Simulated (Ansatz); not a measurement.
Cost and result for the atomization energy of C₃H₇AlO₂ (13 atoms, 14 bonds).

Z-matrix (Å, degrees):
```
Al
C 1 1.936
O 1 1.946 2 47.8
O 1 1.711 2 114.1 3 94.7
H 1 1.580 2 123.4 3 -90.9
C 2 1.529 1 117.1 3 -76.5
H 2 1.089 1 126.4 3 96.6
C 3 1.460 1 113.1 2 77.2
H 4 0.955 1 122.1 2 -177.9
H 6 1.091 2 114.6 1 174.4
H 6 1.090 2 115.4 1 -57.5
H 8 1.091 3 109.1 1 174.0
H 8 1.091 3 110.6 1 52.5
```

Charge 0, multiplicity 1. The bonds changed during the relaxation, so this is another structure than the one it started from. Geometry: relaxed with PBE0-D4/def2-TZVP. It is one conformer, not always the lowest. Program: Ansatz. All runs use 4 threads of an AMD EPYC 9R45 on a shared host. Times are those of one run each, without the atoms' runs, and a repeat can differ threefold. Electronic energies, without spin–orbit coupling; frozen cores. CCSD(T)/CBS adds CCSD(T) − MP2 in def2-TZVPP to the MP2 limit, and its time is that of the two runs behind it. T1 = 0.012. B3LYP takes the VWN-RPA correlation (the form of Gaussian; ORCA's B3LYP/G).

CCSD(T)/CBS is a level of theory with its own doubt, some kJ/mol a heavy atom from the limit and from the frozen cores, so smaller differences don't rank the functionals.

```csv
level,functions,wall time,atomization (kJ/mol),difference from CCSD(T)/CBS,per bond
PBE-D4/def2-TZVPP (with forces),295,1.6 s,5134.8,98.1,7.0
PBE0-D4/def2-TZVPP,295,1.8 s,5029.5,-7.2,-0.5
r2SCAN-D4/def2-TZVPP (with forces),295,2.5 s,5045.5,8.8,0.6
B3LYP-D4/def2-TZVPP (with forces),295,3 s,5006.0,-30.7,-2.2
B2PLYP/def2-TZVPP,295,3.4 s,4966.6,-70.1,-5.0
ωB97X-V/def2-TZVPP,295,4.1 s,5042.0,5.3,0.4
ωB97M-V/def2-TZVPP (with forces),295,6 s,5045.0,8.3,0.6
MP2/def2-QZVPP,565,15 s,5092.8,56.1,4.0
CCSD(T)/def2-TZVPP,295,4.1 min,4903.6,-133.1,-9.5
CCSD(T)/CBS(def2),–,4.3 min,5036.7,0.0,0.0
```

From PBE to PBE0 (25 % exact exchange), in def2-TZVPP and without D4, the atomization energy moves by −101.0 kJ/mol: exact exchange takes away binding that semilocal exchange gives to molecules. The D4 term adds +44.3 kJ/mol with B3LYP and +23.2 kJ/mol with PBE0; it sums over pairs of atoms, weighted by their polarisabilities, and B3LYP, whose exchange is more repulsive, gets the larger term. In def2-TZVPP, CCSD(T) changes the Hartree–Fock value by +1315.7 kJ/mol (the triples alone add +82.3 kJ/mol) and MP2 by +1425.9 kJ/mol; breaking electron pairs costs correlation energy, which Hartree–Fock lacks.
